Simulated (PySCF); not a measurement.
Species: C$_{3}$H$_{9}$AlO$_{3}$ (charge 0, singlet). SMILES: C[O][Al]([O]C)[O]C
Coordinates optimised at B3LYP-D3(BJ)/def2-TZVP (Ansatz):
```xyz
16

C      2.1951    -1.8171    -0.0297
O      1.5830    -0.5522    -0.1313
Al     0.0000     0.0000     0.0000
O     -0.3385     1.6361    -0.1919
C      0.4427     2.7771    -0.4615
O     -1.2445    -1.0839     0.3232
C     -2.6378    -0.9600     0.4912
H      1.4727    -2.6118     0.1819
H      2.9392    -1.8060     0.7718
H      2.7073    -2.0578    -0.9656
H      0.1020     3.2500    -1.3870
H      1.5052     2.5366    -0.5685
H      0.3339     3.5017     0.3505
H     -2.9253    -1.3181     1.4839
H     -2.9780     0.0751     0.3866
H     -3.1572    -1.5698    -0.2536
```
Charge 0, spin multiplicity 1.

Dispersion corrections to the total energy (kcal/mol) from the dftd3 and dftd4 libraries through PySCF: D3(BJ) without and D4 with the three-body term, each with the damping fitted for the functional named.

```csv
functional,D3(BJ),D4
TPSS,-8.00,-8.97
r2SCAN,?,-1.82
BHLYP,-8.70,?
B2GP-PLYP,-4.33,-2.89
B3LYP,?,-10.61
PBE,-6.31,-6.68
BLYP,-13.36,-14.46
```

Question: Some entries are withheld; supply them.

Answer: 
- r2SCAN, D3(BJ): -1.91
- BHLYP, D4: -7.98
- B3LYP, D3(BJ): -10.97
